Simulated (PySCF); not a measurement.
B(H)3 cation (BH3), SMILES B (connectivity only; charge and spin as stated), charge +1, multiplicity 2.

Coordinates come from a r2SCAN-D4/def2-TZVPD optimisation. The spin state was assumed, not searched. The isomer is the one that the SMILES or the coordinates give; other isomers of the formula were not compared.

Two levels are set side by side: PBE/def2-TZVPD (PySCF) and CAM-B3LYP/def2-TZVPD (PySCF). Same geometry, gas phase. Differences are taken from unrounded values.

```json
[
 {"quantity": "α-spin orbital gap (eV)", "CAM-B3LYP": "10.04", "PBE": "4.67", "PBE minus CAM-B3LYP": "-5.37"},
 {"quantity": "β-spin orbital gap (eV)", "CAM-B3LYP": "9.50", "PBE": "4.03", "PBE minus CAM-B3LYP": "-5.47"},
 {"quantity": "mean polarisability (bohr³)", "CAM-B3LYP": "13.1", "PBE": "13.3", "PBE minus CAM-B3LYP": "0.1"}
]
```

Rough cost on one machine, each run with all the roots and properties that it gave: CAM-B3LYP against PBE within a factor of 2.
